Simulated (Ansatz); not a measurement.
Reaction (substitution at a C–Si bond): `N#C[SiH2][GaH2]` + CH₃OH → `COC#N` + `[SiH3][GaH2]`

Program: Ansatz. Geometries: PBE0-D4/def2-TZVP. ΔE: electronic, gas phase. CCSD(T)/CBS adds triple-zeta CCSD(T) − MP2 to the extrapolated MP2 energy (def2 sets, frozen cores). This one scheme is used for every species. Functionals use def2-TZVPP. HSE06 is defined as in plane-wave codes. For Ga outer-core shells are correlated without core-valence functions, which leaves a few kJ/mol of doubt a bond. Scalar relativity is left out up to krypton.

```
          level  ΔE (kJ/mol)
        PBE0-D4         98.1
         B2PLYP        105.9
          HSE06         97.2
CCSD/def2-TZVPP        112.2
```

**Question.** What does CCSD(T)/CBS give? (Estimate.)

**Answer.** Computed: +116.3 kJ/mol. The listed levels differ from it by -18.2, -10.4, -19.1, -4.1 kJ/mol.

Largest T1 diagnostic among the species: 0.014.

From PBE to PBE0 (25 % exact exchange), in def2-TZVPP and without D4, ΔE moves by +4.9 kJ/mol. Leaving LDA and LC-ωPBE aside and taking each functional with its dispersion term where it has one, the values, not all of them listed here, spread over 14.2 kJ/mol, from PBE-D4 to ωB97M-V. LDA lies −11.0 kJ/mol from PBE without D4.
